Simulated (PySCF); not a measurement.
Compound: C₆H₃F₃O.
Cartesian coordinates in Å at the GFN2-xTB level; atoms count from 1:
```
atom  x, y, z in Å
C1    -2.1175   -0.9620   -0.0718
C2    -1.2701    0.0731   -0.0233
C3     0.1323   -0.0908   -0.0004
C4     1.3312   -0.1912    0.0207
C5     2.7770   -0.3437    0.0412
F6     3.1584   -1.5751   -0.3329
F7     3.2886   -0.1338    1.2644
F8     3.3857    0.5203   -0.7861
C9    -1.7853    1.4693    0.0103
O10   -2.9507    1.7505   -0.0017
H11   -1.7816   -1.9842   -0.0969
H12   -3.1783   -0.7708   -0.0890
H13   -0.9941    2.2390    0.0478
```

Computed with PySCF 2.14.0, density-fitted response routines, TDDFT PBE0/def2-SVPD, vertical, gas phase, core orbitals frozen in the response.

Broadening: Gaussians 0.25 eV wide at half height, area fixed by f = 4.319×10⁻⁹ ∫ε dν̃. The cross-section is σ = 3.8235×10⁻²¹ ε cm², given in Mb (10⁻¹⁸ cm²). The width is an assumption, not a result. The curve ends short of the highest state used, and states not computed would add to its high-energy end.

```csv
E (eV),σ (Mb)
3.10,0.00
3.19,0.00
3.28,0.01
3.37,0.04
3.45,0.07
3.54,0.06
3.63,0.03
3.71,0.01
3.80,0.00
3.89,0.00
3.97,0.00
4.06,0.00
4.15,0.00
4.24,0.00
4.32,0.00
4.41,0.00
4.50,0.12
4.58,1.30
4.67,9.59
4.76,34.41
4.84,58.61
4.93,54.11
5.02,24.36
5.11,5.35
5.19,0.77
5.28,0.04
5.37,0.00
5.45,0.00
5.54,0.00
5.63,0.01
```

(1) Locate the maxima and give the states behind the curve.

(2) On this curve, what absorbance would a 10⁻³ mol/L sample give at 355 nm over a 1 cm path?

(3) Coming from long wavelengths, where does ε first pass 100 L mol⁻¹ cm⁻¹?

(4) Does any computed singlet lie in the visible range?

## Answers

(1) 356 nm (3.48 eV), ε about 19, made up of S1 (100%); 254 nm (4.87 eV), ε about 16000, made up of S2 (100%) (ε in L mol⁻¹ cm⁻¹; maxima over ε = 5, shares over 10%). At its high-energy end, 5.63 eV, the curve is still rising (ε about 3.5, from S4). The states used: S1 3.48 eV (f 0.0002); S2 4.88 eV (f 0.150); S3 5.06 eV (f 0.0000); S4 5.88 eV (f 0.0006); S5 5.99 eV (f 0.0000); S6 6.23 eV (f 0.051).

(2) 355 nm is 3.493 eV, where ε is about 19 L mol⁻¹ cm⁻¹, so A = ε c l ≈ 0.019 (Beer–Lambert, with the gas-phase spectrum and the assumed width).

(3) At about 273 nm (4.54 eV), 1.06 eV above S1.

(4) No computed singlet lies in the visible range (380 to 750 nm); the lowest, at 356 nm, stands 0.22 eV above its violet end (3.26 eV); a Tamm–Dancoff triplet lies at 433 nm, without intensity as long as spin–orbit coupling is left out.

One conformer stands for the species.
